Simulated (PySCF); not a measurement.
## Structure revision by computed shifts

A compound C$_{7}$H$_{14}$OSi gives the data below (simulated from a calculation) and was assigned the structure `C=CC/C(=C/CC)O[SiH3]`.

$^{13}$C{$^{1}$H} NMR (computed): δ 144.5 (C), 142.5 (CH), 138.8 (CH), 119.4 (CH2), 66.8 (CH2), 30.7 (CH2), 19.0 (CH3).

$^{1}$H NMR (400 MHz, computed): δ 6.45 (m, 1H), 5.98 (t, 1H), 5.49 (m, 1H), 5.44 (m, 1H), 4.92 (s, 3H), 4.77 (d, 2H), 2.28 (q, 2H), 1.14 (t, 3H).

- shieldings: GIAO PBE0/pcSseg-1
- GFN2-xTB geometry
- code: PySCF 2.14
- one conformer, gas phase, non-relativistic, one averaged value for each set of equivalent atoms

Chemical shifts δ = σref − σ; TMS for $^{1}$H (31.72 ppm), $^{13}$C (186.93 ppm), all at this level.

**Question.** Compare with the shifts computed for the proposed structure, pairing carbons in order of shift.

**Answer.** Atom-mapped SMILES (the numbers label the heavy atoms): `[CH2:1]=[CH:2][CH2:3]/[C:4](=[CH:5]/[CH2:6][CH3:7])[O:8][SiH3:9]` (H(Xn): hydrogen on atom n).

```csv
atom,computed for proposal,given list,difference
C4,154.2,144.5,+9.7
C2,148.3,142.5,+5.8
C1,125.9,138.8,-12.9
C5,118.9,119.4,-0.5
C3,45.2,66.8,-21.6
C6,23.3,30.7,-7.4
C7,17.7,19.0,-1.3
```

The rms difference is 10.8 ppm and the largest -21.6 ppm at C3 (allylic sp3 CH2). The carbon types in order of shift don't match either: C, CH, CH2, CH, CH2, CH2, CH3 for the proposal against C, CH, CH, CH2, CH2, CH2, CH3 in the data. The proposal doesn't fit.

**Question.** Which isomer fits?

**Answer.** SMILES C=C/C(=C\CO[SiH3])CC.

- Carbon types of the structure: 1 × C, 2 × CH, 3 × CH2, 1 × CH3, leaving 3 H on heteroatoms.
- δC 144.5: fully substituted alkene carbon; an sp2 carbon of a C=C bond.
- δC 142.5, 138.8: alkene CH; an sp2 carbon of a C=C bond.
- δC 119.4: terminal =CH2 carbon; as expected for a trigonal carbon in a double bond.
- δC 66.8: allylic sp3 CH2 bonded to O; pulled downfield by the heteroatom.

Other isomers checked: C=C(C[SiH3])C(=C)COC (rms 14.3 ppm).

The shifts were computed for this structure.

Shifts are as computed. Against solution values, carbons near 30 ppm lie about +3 ppm off and those near 130 ppm about +5 ppm. Of 1211 compounds with measured shifts, 218 miss one by over three times the rms of a fit or turn the order of signals round; such compounds aren't used in these exercises. No couplings were computed; multiplicities are counted from neighbouring protons, with m where these are inequivalent, close in shift, in a saturated or five-membered ring or joined by F or P, and br s for small geminal =CH2 splittings.
